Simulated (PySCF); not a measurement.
Al(F)(Br)(OMe) (CH₃AlBrFO), SMILES [Al]([O]C)([Br])[F]. Atoms are numbered in the order given.

```xyz
8

Al     0.6792     0.5165     0.0000
F      2.3329     0.5056     0.0000
Br    -0.4293    -1.4315     0.0000
O     -0.1128     1.9938     0.0000
C     -1.4225     2.4922     0.0000
H     -1.5905     3.1213    -0.8914
H     -1.5905     3.1213     0.8914
H     -2.1826     1.6894     0.0000
```
Charge 0, spin multiplicity 1.

The structure is a stationary point at B3LYP-D3(BJ)/def2-SVP. Other conformers were not sampled.

Two levels are set side by side: PBE/pcSseg-1 (PySCF) and PBE0/pcSseg-1 (PySCF). GIAO shifts against CFCl3 (¹⁹F), H2O (¹⁷O), TMS (¹H), TMS (¹³C) at the same level; non-relativistic, no solvent, atoms listed together averaged. Without spin–orbit terms, shifts of atoms bonded to Cl or Br come out too high at both levels. Differences are taken from unrounded values.

```tsv
quantity	PBE
δ(¹⁹F) of F2 (ppm)	-195.4
δ(¹⁷O) of O4 (ppm)	48.0
δ(¹³C) of C5 (ppm)	58.7
δ(¹H) of H6, H7, H8 (ppm)	4.36
```

Problem. These are the PBE values. What does PBE0 give? (Estimate from the structure and the level; the computed values follow.)

Solution. 
```csv
quantity,PBE0,PBE minus PBE0
δ(¹⁹F) of F2 (ppm),-181.5,-13.9
δ(¹⁷O) of O4 (ppm),28.7,19.3
δ(¹³C) of C5 (ppm),56.7,2.0
"δ(¹H) of H6, H7, H8 (ppm)",4.22,0.14
```

Rough cost on one machine, each run with all the roots and properties that it gave: PBE0 against PBE within a factor of 2.
